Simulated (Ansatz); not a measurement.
Cartesian coordinates in Å:
```
F 0.267 -1.885 2.299
Al -0.042 -1.020 0.928
C 0.627 0.534 0.010
Ga -1.135 0.087 -0.905
H 1.264 -0.090 -0.667
H 1.129 1.488 0.173
H -2.111 0.886 -1.839
```

Total charge 0; spin multiplicity 1.

**Question.** List the ωB97M-V/def2-TZVPP orbital energies in eV (the Gaussian-basis code of Ansatz). (Best estimate.)

**Answer.** The calculation gave: Occupied: -10153.66, -1532.52, -1257.17, -1111.35, -1111.27, -1111.24, -676.66, -280.95, -154.48, -117.06, -106.98, -106.73, -106.69, -76.71, -76.57, -76.54, -34.79, -26.07, -25.93, -25.93, -25.81, -25.80, -21.41, -15.71, -14.89, -14.22, -14.17, -13.75, -12.18, -9.47, -7.97. Lowest empty: -0.43, 0.36, 1.49, 1.84, 2.79, 3.01, 3.70, 4.15.
